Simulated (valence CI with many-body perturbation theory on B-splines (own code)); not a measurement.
# E1 line list for Er⁶¹⁺

Method: configuration interaction combined with many-body perturbation theory (CI+MBPT): five valence electrons over a frozen Dirac-Fock core [He], radial functions for each j: 9 s, 9 p, 8 d, 6 f, 3 g, 1 h, with the one-electron correlation potential Σ1, the two-electron term Σ2, the three-electron term Σ3, Breit, model QED; selected CI, second order for the rest (own B-spline code, finite nucleus).

No measured spectrum was set against this ion. As an estimate, large intervals hold to a few tenths of a per cent, small ones and those within an open d or f shell to about a per cent. Among the levels kept, up to 1100 cm⁻¹ of a level comes from second order outside the variational space, and about a tenth of that is noise between levels of different J, which matters for small intervals.

Lines 1 to 50 of 256 in falling wavelength, among levels below 9188.9 eV, chosen from the strongest by gf and those to the six lowest levels. Wavelengths and rates use the calculated energies. Electric multipoles are in the length gauge, E1 and E2 with the static RPA response of the core. Weak lines are less certain than strong ones. Lines between different terms over intervals too small for the method are left out, as are lines whose strength nearly cancels. The highest levels of a list are the least certain.

Levels are named by their leading jj configuration (3d3/2^4 stands for four electrons in 3d with j = 3/2), which in mixed levels can hold well under half, so a name can repeat and another be missing. Letters in brackets count levels of one name in rising energy.

```
λ vac (nm)                               Upper                               Lower   A (s⁻¹)  log gf  Branch %
     16.22      (2s 2p1/2^2 2p3/2 3p1/2) J=5/2     (2s 2p1/2^2 2p3/2 3s) J=3/2 [a]  2.50e+09   -1.23       0.0
     14.53      (2s^2 2p1/2 2p3/2 3p1/2) J=5/2     (2s^2 2p1/2 2p3/2 3s) J=3/2 [b]  3.58e+09   -1.17       0.2
     14.19  (2s 2p1/2^2 2p3/2 3p1/2) J=3/2 [b]     (2s 2p1/2^2 2p3/2 3s) J=3/2 [b]  3.81e+09   -1.34       0.0
     13.57      (2s^2 2p1/2 2p3/2 3p1/2) J=5/2         (2s^2 2p1/2 2p3/2 3s) J=5/2  4.16e+09   -1.16       0.2
     13.45          (2s^2 2p1/2^2 3p1/2) J=1/2             (2s^2 2p1/2^2 3s) J=1/2  9.20e+09   -1.30       0.5
     12.74  (2s^2 2p1/2 2p3/2 3p1/2) J=3/2 [a]     (2s^2 2p1/2 2p3/2 3s) J=3/2 [a]  4.96e+09   -1.32       0.4
     12.13  (2s 2p1/2^2 2p3/2 3p1/2) J=3/2 [a]         (2s 2p1/2^2 2p3/2 3s) J=5/2  9.96e+09   -1.06       0.0
     12.02      (2s 2p1/2^2 2p3/2 3p1/2) J=5/2         (2s 2p1/2^2 2p3/2 3s) J=5/2  6.63e+09   -1.06       0.0
     9.733  (2s^2 2p1/2 2p3/2 3p1/2) J=3/2 [b]         (2s^2 2p1/2 2p3/2 3s) J=5/2  1.59e+10   -1.04       0.5
     8.395  (2s^2 2p1/2 2p3/2 3d5/2) J=3/2 [b]  (2s^2 2p1/2 2p3/2 3p3/2) J=1/2 [b]  1.39e+10   -1.23       0.0
     8.129      (2s^2 2p1/2 2p3/2 3d5/2) J=1/2  (2s^2 2p1/2 2p3/2 3p3/2) J=1/2 [b]  2.13e+10   -1.37       0.0
     7.932  (2s^2 2p1/2 2p3/2 3d5/2) J=5/2 [b]  (2s^2 2p1/2 2p3/2 3p3/2) J=5/2 [b]  1.07e+10   -1.22       0.0
     7.892      (2s 2p1/2^2 2p3/2 3d5/2) J=5/2  (2s 2p1/2^2 2p3/2 3p3/2) J=5/2 [a]  1.39e+10   -1.11       0.0
     7.791      (2s 2p1/2^2 2p3/2 3d5/2) J=9/2      (2s 2p1/2^2 2p3/2 3p3/2) J=7/2  4.53e+10   -0.39      44.4
     7.686  (2s^2 2p1/2 2p3/2 3d5/2) J=7/2 [a]  (2s^2 2p1/2 2p3/2 3p3/2) J=5/2 [a]  3.77e+10   -0.57       0.1
     7.675  (2s^2 2p1/2 2p3/2 3d5/2) J=5/2 [b]  (2s^2 2p1/2 2p3/2 3p3/2) J=3/2 [b]  2.17e+10   -0.94       0.0
     7.559  (2s^2 2p1/2 2p3/2 3d5/2) J=7/2 [b]  (2s^2 2p1/2 2p3/2 3p3/2) J=5/2 [b]  3.65e+10   -0.60       0.0
     7.462      (2s^2 2p1/2 2p3/2 3d5/2) J=9/2      (2s^2 2p1/2 2p3/2 3p3/2) J=7/2  4.77e+10   -0.40      51.7
     7.409          (2s^2 2p1/2^2 3d5/2) J=5/2          (2s^2 2p1/2^2 3p3/2) J=3/2  4.92e+10   -0.61       0.0
     7.192  (2s^2 2p1/2 2p3/2 3d5/2) J=3/2 [a]  (2s^2 2p1/2 2p3/2 3p3/2) J=1/2 [a]  2.50e+10   -1.11       0.0
     7.152  (2s^2 2p1/2 2p3/2 3d5/2) J=5/2 [a]  (2s^2 2p1/2 2p3/2 3p3/2) J=3/2 [a]  3.71e+10   -0.77       0.0
     7.146      (2s 2p1/2^2 2p3/2 3d5/2) J=5/2  (2s 2p1/2^2 2p3/2 3p3/2) J=3/2 [a]  3.13e+10   -0.84       0.0
     6.526  (2s^2 2p1/2 2p3/2 3d5/2) J=7/2 [b]      (2s^2 2p1/2 2p3/2 3p3/2) J=7/2  1.11e+10   -1.25       0.0
     6.134  (2s^2 2p1/2 2p3/2 3d5/2) J=3/2 [b]  (2s^2 2p1/2 2p3/2 3p3/2) J=3/2 [a]  2.86e+10   -1.19       0.0
     5.135      (2s 2p1/2^2 2p3/2 3d3/2) J=7/2  (2s^2 2p1/2 2p3/2 3d3/2) J=5/2 [b]  1.52e+10   -1.32       0.2
     4.646      (2s 2p1/2^2 2p3/2 3p3/2) J=7/2  (2s^2 2p1/2 2p3/2 3p3/2) J=5/2 [a]  6.09e+10   -0.80       1.0
     4.409          (2s 2p1/2^2 2p3/2^2) J=5/2          (2s^2 2p1/2 2p3/2^2) J=5/2  1.60e+10   -1.55       1.2
     4.080          (2s 2p1/2^2 2p3/2^2) J=5/2          (2s^2 2p1/2 2p3/2^2) J=3/2  2.65e+10   -1.40       2.0
     3.997  (2s 2p1/2^2 2p3/2 3p3/2) J=5/2 [a]     (2s 2p1/2^2 2p3/2 3s) J=3/2 [b]  3.98e+10   -1.24       0.0
     3.993  (2s 2p1/2^2 2p3/2 3p3/2) J=1/2 [b]  (2s^2 2p1/2 2p3/2 3p3/2) J=1/2 [b]  9.22e+10   -1.36       0.6
     3.908  (2s 2p1/2^2 2p3/2 3p3/2) J=5/2 [b]  (2s^2 2p1/2 2p3/2 3p3/2) J=3/2 [b]  6.70e+10   -1.04       0.0
     3.757          (2s 2p1/2^2 2p3/2^2) J=1/2          (2s^2 2p1/2 2p3/2^2) J=1/2  5.87e+10   -1.60       1.2
     3.742          (2s 2p1/2^2 2p3/2^2) J=3/2          (2s^2 2p1/2 2p3/2^2) J=1/2  4.61e+07   -4.41       0.0
     3.725  (2s 2p1/2^2 2p3/2 3d3/2) J=5/2 [b]      (2s^2 2p1/2 2p3/2 3d3/2) J=7/2  3.84e+10   -1.32       0.3
     3.725  (2s 2p1/2^2 2p3/2 3p3/2) J=3/2 [b]  (2s^2 2p1/2 2p3/2 3p3/2) J=3/2 [b]  5.77e+10   -1.32       0.0
     3.668  (2s 2p1/2^2 2p3/2 3p3/2) J=5/2 [b]      (2s^2 2p1/2 2p3/2 3p3/2) J=7/2  3.86e+10   -1.33       0.0
     3.504  (2s^2 2p1/2 2p3/2 3d3/2) J=5/2 [b]  (2s^2 2p1/2 2p3/2 3p1/2) J=3/2 [b]  2.25e+11   -0.61       0.0
     3.457  (2s^2 2p1/2 2p3/2 3p3/2) J=3/2 [a]     (2s^2 2p1/2 2p3/2 3s) J=3/2 [b]  2.07e+11   -0.83       6.6
     3.450  (2s^2 2p1/2 2p3/2 3d3/2) J=5/2 [a]      (2s^2 2p1/2 2p3/2 3p1/2) J=5/2  6.90e+10   -1.13       0.1
     3.445  (2s^2 2p1/2 2p3/2 3d3/2) J=3/2 [b]  (2s^2 2p1/2 2p3/2 3p1/2) J=3/2 [b]  2.74e+11   -0.71       0.0
     3.436  (2s 2p1/2^2 2p3/2 3p3/2) J=3/2 [a]     (2s 2p1/2^2 2p3/2 3s) J=3/2 [a]  4.35e+11   -0.51       0.2
     3.427  (2s 2p1/2^2 2p3/2 3p3/2) J=3/2 [b]  (2s^2 2p1/2 2p3/2 3p3/2) J=1/2 [a]  8.01e+10   -1.25       0.1
     3.412  (2s 2p1/2^2 2p3/2 3d3/2) J=3/2 [b]  (2s 2p1/2^2 2p3/2 3p1/2) J=3/2 [b]  1.17e+11   -1.09       0.1
     3.398  (2s 2p1/2^2 2p3/2 3d3/2) J=3/2 [b]      (2s 2p1/2^2 2p3/2 3p1/2) J=1/2  1.65e+11   -0.94       0.2
     3.379  (2s 2p1/2^2 2p3/2 3d3/2) J=5/2 [a]      (2s 2p1/2^2 2p3/2 3p1/2) J=5/2  2.28e+11   -0.63       0.2
     3.370  (2s 2p1/2^2 2p3/2 3d3/2) J=5/2 [a]  (2s 2p1/2^2 2p3/2 3p1/2) J=3/2 [a]  1.95e+11   -0.70       0.2
     3.362  (2s^2 2p1/2 2p3/2 3d3/2) J=1/2 [b]  (2s^2 2p1/2 2p3/2 3p1/2) J=3/2 [b]  3.65e+11   -0.91       0.0
     3.343  (2s 2p1/2^2 2p3/2 3p3/2) J=5/2 [b]     (2s 2p1/2^2 2p3/2 3s) J=3/2 [b]  5.15e+11   -0.29       0.3
     3.338  (2s^2 2p1/2 2p3/2 3d3/2) J=3/2 [a]  (2s^2 2p1/2 2p3/2 3p1/2) J=3/2 [a]  1.81e+11   -0.92       0.1
     3.337  (2s 2p1/2^2 2p3/2 3d3/2) J=3/2 [a]      (2s 2p1/2^2 2p3/2 3p1/2) J=5/2  9.90e+10   -1.18       0.0
```
